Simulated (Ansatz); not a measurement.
CH6O2Si2, SMILES O=CO[SiH2][SiH3].

Geometry optimised at PBE0-D3(BJ)/def2-SVP. The structure was generated by enumeration, and PubChem lists no compound with its InChIKey, so it may never have been made. Other conformers were not sampled.

Two levels are set side by side: PBE/def2-SVPD (Ansatz, a program for electronic structure) and CAM-B3LYP/def2-SVPD (Ansatz). Energy differences of separate SCF runs at the same geometry; the states with an electron removed or added have multiplicity 2 and 2. Differences are taken from unrounded values.

```json
[
 {"quantity": "vertical ionisation energy (eV)", "PBE": "9.82"},
 {"quantity": "vertical singlet–triplet gap (eV)", "PBE": "5.24"}
]
```

Problem. These are the PBE values. What does CAM-B3LYP give? (The exact figures need the calculation; the answer reports its results.)

Solution. 
```tsv
quantity	CAM-B3LYP	PBE minus CAM-B3LYP
vertical ionisation energy (eV)	10.47	-0.65
vertical singlet–triplet gap (eV)	5.27	-0.03
```
